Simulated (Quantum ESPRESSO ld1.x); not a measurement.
Results of a calculation; reference values are marked as such.
Question: All-electron atom: Er2+ in [Xe] 4f11 7s1 (not the ground configuration). Code: ld1.x of Quantum ESPRESSO 7.5. Model: Dirac Kohn-Sham, PBEsol, spin-unpolarised, spherical densities, point nucleus; open shells fill j = l - 1/2 first. Some entries of the table are withheld. Estimate them.

orbital,occ.,eigenvalue (Ry),<r> (bohr)
1s1/2,2,-4212.4700,0.02037
2s1/2,2,-708.9955,0.08591
2p1/2,2,-675.4081,0.07148
2p3/2,4,-608.0591,0.07876
3s1/2,2,-160.4648,0.2250
3p1/2,2,-145.7315,0.2147
3p3/2,4,-131.5900,0.2284
3d3/2,4,-106.3887,0.2013
3d5/2,6,-103.2977,0.2056
4s1/2,2,-33.2955,0.5078
4p1/2,2,-27.4091,(1)
4p3/2,4,-24.2135,(2)
4d3/2,4,-14.5233,(3)
4d5/2,6,-13.9411,(4)
5s1/2,2,-5.6411,1.230
5p1/2,2,-4.0021,1.369
5p3/2,4,-3.5698,1.464
4f5/2,6,-2.2669,0.7615
4f7/2,5,-2.1820,0.7743
7s1/2,1,-0.6470,6.138

Answer: 
(1) 4p1/2 <r> (bohr): 0.5167
(2) 4p3/2 <r> (bohr): 0.5481
(3) 4d3/2 <r> (bohr): 0.5760
(4) 4d5/2 <r> (bohr): 0.5871
